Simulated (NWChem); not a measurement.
# C₃H₆Si; SMILES C(=C=C)[SiH3]

```xyz
10

C      0.3431     2.3820     0.2115
C     -0.2010     1.2216    -0.0489
C     -0.7236     0.0470    -0.3016
Si     0.2041    -1.5551    -0.0091
H      0.9134     2.9229    -0.5405
H      0.2420     2.8498     1.1883
H     -1.7408     0.0040    -0.6984
H     -0.5287    -2.4178     0.9591
H      0.3407    -2.3228    -1.2782
H      1.5554    -1.2553     0.5288
```
Atoms are numbered in this order, from 1.

Program: NWChem. STO-3G and 3-21G are far too small for this property and stand as cheap habits. Coordinates come from a B3LYP/6-31G* (spherical d) optimisation. GIAO values for the isolated, static molecule; σ is the absolute isotropic shielding, δ = σ(reference) − σ with the isolated reference molecule computed at the same levels (13C: tetramethylsilane, 1H: tetramethylsilane, 29Si: tetramethylsilane).

Q: What does the run give for Hartree-Fock/STO-3G? Quantities: δ C1 (ppm); δ C2 (ppm); δ C3 (ppm); δ Si4 (ppm); δ H5 (ppm); δ H7 (ppm); δ H8 (rotor mean) (ppm).

A: 
```yaml
"δ C1 (ppm)": 78.3
"δ C2 (ppm)": 194.9
"δ C3 (ppm)": 77.4
"δ Si4 (ppm)": -65.8
"δ H5 (ppm)": 4.28
"δ H7 (ppm)": 4.53
"δ H8 (rotor mean) (ppm)": 1.78
```
